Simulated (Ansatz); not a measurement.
Stepwise reaction of `[OH][Ti]([F])([Cl])[Cl]` with water, as a gas-phase model of exchange steps in deposition or etching. ΔE in kJ/mol; ΔG adds harmonic PBE0-D4 terms to CCSD(T)/CBS, at 1 bar.

Gas-phase electronic energies from Ansatz, PBE0-D4/def2-TZVP geometries. CBS: MP2 limit from def2 TZ/QZ plus the TZ coupled-cluster correction, frozen cores. This one scheme is used for every species. DFT in def2-TZVPP. B3LYP here is the variant with VWN-RPA as its local correlation; programs differ in this. For Ti outer-core shells are correlated without core-valence functions, which leaves a few kJ/mol of doubt a bond. Scalar relativity is left out up to krypton. One conformer a species, not always the lowest.

```csv
step,reaction,PBE-D4,B3LYP-D4,ωB97M-V,CCSD(T)/CBS,ΔG(400 K)
1,`[OH][Ti]([F])([Cl])[Cl]` + H₂O → `[OH][Ti]([OH])([F])[Cl]` + HCl,23.9,21.2,18.6,24.7,17.6
```

(1) Give the row of step 2, `[OH][Ti]([OH])([F])[Cl]` + H₂O → `[OH][Ti]([OH])([OH])[F]` + HCl. (An estimate is asked.)

(2) By hand: ΔE of the 2 steps together at CCSD(T)/CBS.

## Answers

(1) The calculation gave: 
```tsv
step	reaction	PBE-D4	B3LYP-D4	ωB97M-V	CCSD(T)/CBS	ΔG(400 K)
2	`[OH][Ti]([OH])([F])[Cl]` + H₂O → `[OH][Ti]([OH])([OH])[F]` + HCl	33.3	31.5	30.4	34.4	27.7
```

(2) (24.7) + (34.4) = 59.1 kJ/mol, or 29.5 kJ/mol a step.

In ΔE each step is higher than the one before. All are uphill at CCSD(T)/CBS. ΔG lies between 17.6 and 27.7 kJ/mol a step. PBE-D4 differs from CCSD(T)/CBS by -1.1 to -0.8 kJ/mol a step. Isolated molecules leave out the surface, adducts and barriers. Largest T1 diagnostic: 0.024.
